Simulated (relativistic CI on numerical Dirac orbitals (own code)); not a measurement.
**Pt⁴⁺: resonant inelastic scattering at the L2,3 edge**

Computed with this model: Dirac-Coulomb-Breit CI, orbitals from a KLI potential per configuration, model QED (radiative potential, 1s self-energy scaled to tabulated hydrogen-like ionisation energies), valence Slater integrals scaled by 0.8, Kramers-Heisenberg scattering through one core-hole configuration in a parametric crystal field; configurations [Xe] 4f14 5d6 → [He] 2s2 2p5 3s2 3p6 3d10 4s2 4p6 4d10 4f14 5s2 5p6 5d7; 10 K; core-hole width 3 eV; summed over polarisations. Incident energies are the highest absorption maxima for each field (at most a few, so the weaker spin-orbit partner edge can be absent), on the computed scale of the free ion. Intensities are in per cent of the strongest line above 0.02 eV; levels within 1 cm⁻¹ are merged; final levels count from the ground level, the first row holds all elastic scattering, lines under 0.4 are left out and each table stops after 24 rows. The scale of the Slater integrals is a model choice and moves the terms in proportion.

Field parameters in Wybourne normalisation: D4h B²₀ = −7Ds, B⁴₀ = 21(Dq − Dt), B⁴₄ = 21√(5/14) Dq. The field is a parameter set, without covalency.

S is read from ⟨S²⟩ = S(S + 1).

D4h, 10Dq = 40150, Ds = -1500, Dt = -510 cm⁻¹:

| Final level (eV) | Degeneracy | Irrep | S | 11566.3 eV | 13277 eV |
| --- | --- | --- | --- | --- | --- |
| 0.000 | 1 | A1 | 0.17 | 556.3 | 27.3 |
| 3.460 | 1 | A1 | 1.04 | 1.7 | 0.2 |
| 3.653 | 1 | A2 | 0.95 | 40.3 | 0.3 |
| 3.674 | 2 | E | 0.99 | 30.4 | 0.7 |
| 4.285 | 1 | B1 | 1.04 | 4.6 | 2.4 |
| 4.339 | 1 | B2 | 1.03 | 2.9 | 0.7 |
| 4.455 | 2 | E | 1.04 | 15.1 | 2.3 |
| 4.594 | 1 | A1 | 1.02 | 23.4 | 15.7 |
| 4.736 | 2 | E | 0.89 | 100.0 | 0.8 |
| 4.916 | 1 | B1 | 1.02 | 1.8 | 4.0 |
| 5.024 | 1 | B2 | 1.03 | 20.9 | 5.4 |
| 5.089 | 1 | A2 | 0.48 | 51.1 | 8.1 |
| 5.493 | 1 | A1 | 1.04 | 16.9 | 14.3 |
| 5.503 | 2 | E | 0.54 | 42.7 | 23.1 |
| 5.513 | 1 | A2 | 0.98 | 1.5 | 7.9 |
| 5.973 | 2 | E | 1.02 | 36.7 | 11.6 |
| 6.066 | 1 | B1 | 1.01 | 2.0 | 4.5 |
| 6.553 | 2 | E | 0.29 | 50.0 | 15.7 |
| 7.049 | 1 | B2 | 1.91 | 0.6 | 0.0 |
| 7.294 | 1 | B2 | 0.28 | 22.5 | 4.1 |

D4h, 10Dq = 40150, Ds = -860, Dt = -510 cm⁻¹:

| Final level (eV) | Degeneracy | Irrep | S | 11566.3 eV | 13277 eV |
| --- | --- | --- | --- | --- | --- |
| 0.000 | 1 | A1 | 0.17 | 666.9 | 32.8 |
| 3.580 | 1 | A1 | 1.04 | 2.5 | 0.6 |
| 3.753 | 2 | E | 1.00 | 28.3 | 0.4 |
| 3.833 | 1 | A2 | 0.92 | 51.1 | 0.1 |
| 4.227 | 1 | B1 | 1.05 | 4.1 | 1.4 |
| 4.340 | 1 | B2 | 1.02 | 4.8 | 0.2 |
| 4.429 | 2 | E | 1.01 | 44.8 | 0.9 |
| 4.685 | 1 | A1 | 1.03 | 29.7 | 18.9 |
| 4.785 | 2 | E | 0.94 | 100.0 | 1.9 |
| 5.065 | 1 | B1 | 1.01 | 3.8 | 7.2 |
| 5.092 | 1 | A2 | 0.60 | 56.5 | 7.0 |
| 5.163 | 1 | B2 | 1.03 | 22.6 | 6.9 |
| 5.432 | 1 | A1 | 1.04 | 17.6 | 15.8 |
| 5.478 | 1 | A2 | 0.93 | 0.9 | 12.2 |
| 5.589 | 2 | E | 0.70 | 53.3 | 25.1 |
| 5.772 | 2 | E | 0.88 | 38.9 | 22.5 |
| 5.828 | 1 | B1 | 1.00 | 1.9 | 4.0 |
| 6.574 | 2 | E | 0.23 | 57.0 | 12.7 |
| 6.990 | 1 | B2 | 0.52 | 24.1 | 4.1 |
| 7.103 | 1 | B2 | 1.81 | 2.0 | 0.7 |

For the first field the strongest loss at the lowest incident energy is the level at 4.74 eV (S = 0.89, against 0.17 in the thermal ground state). Levels of other spin, the first over 8 % at 3.65 eV, appear because spin-orbit coupling of the core hole, and in heavier ions of the valence shell too, mixes spins.
